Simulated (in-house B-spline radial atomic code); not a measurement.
Configurations of Te V (Te4+), with energies counted from [Kr] 4d10 5s2. Method: scalar-relativistic (X2C) PBE0, spin-polarised, spherical fractional occupations, exact exchange averaged over the configuration, Fermi nucleus of rms radius 4.7423 fm. Calculated with a radial B-spline atomic code at the basis-set limit. Shells without spins written out take the highest spin.

Occupations are held fixed; configurations that lie above the ionisation limit could autoionise.

```csv
configuration,E - E(ref) (eV),highest orbital,its <r> (bohr)
[Kr] 4d10 5s1 5d1,26.426,5d up,2.761
[Kr] 4d9 4f1 5s2,65.608,4f up,1.977
[Kr] 4d9 5s2 6f1,82.262,6f up,7.157
[Ar] 3d10 4s2 4p5 4d10 5s2 5p1,121.36,5p up,2.061
[Ar] 3d9 4s2 4p6 4d10 5s2 5d1,596.24,5d up,2.653
[Ar] 3d9 4s2 4p6 4d10 5s2 6f1,616.86,6f up,7.074
```

(1) Order these further configurations by energy, lowest first.
A. [Kr] 4d10 5s1 6s1
B. [Kr] 4d9 5s2 6s1
C. [Ar] 3d10 4s2 4p5 4d10 5s2 6d1
D. [Ar] 3d9 4s2 4p6 4d10 5s2 6s1
E. [Kr] 4d10 5s1 6d1

(2) How far above the reference does [Kr] 4d9 5s2 6d1 lie?

Answers

(1) A (29.475 eV), E (39.739 eV), B (65.273 eV), C (152.15 eV), D (599.82 eV).

(2) 75.706 eV; its least bound orbital is 6d up with <r> = 5.005 bohr.
